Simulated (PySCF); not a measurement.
ClHMoOS2, SMILES [O]=[Mo](=[S])([SH])[Cl], multiplicity 1. Geometry optimised at B3LYP-D3(BJ)/def2-SVP. The multiplicity is an assumed one; no other spin state was optimised. The structure was generated by enumeration; whether it is a known compound was not checked. The def2 effective core potentials stand for the cores of Mo; spin–orbit coupling is left out. Other conformers were not sampled.

Method: B3LYP-D3(BJ)/def2-SVP (PySCF 2.14.0).

Harmonic wavenumbers (cm⁻¹): 119, 146, 149, 199, 262, 310, 395, 422, 568, 616, 1039, 2657. Rotational constants (GHz): 1.724, 1.487, 1.112; symmetry number 1.

Task: Work out the zero-point energy and the ideal-gas rigid-rotor harmonic-oscillator thermochemistry at 298.15 K and 1 atm.

Result: ZPE = ½ Σ hcν = ½ × 6880 cm⁻¹ = 41.15 kJ/mol. H − E(el) = 62.62 kJ/mol. Entropy in J/(mol K): translation 175.58, rotation 121.81, vibration 69.31, total 366.69. G − E(el) = -46.71 kJ/mol. Cp = 101.56 J/(mol K). Modes under 150 cm⁻¹ make the vibrational entropy uncertain.
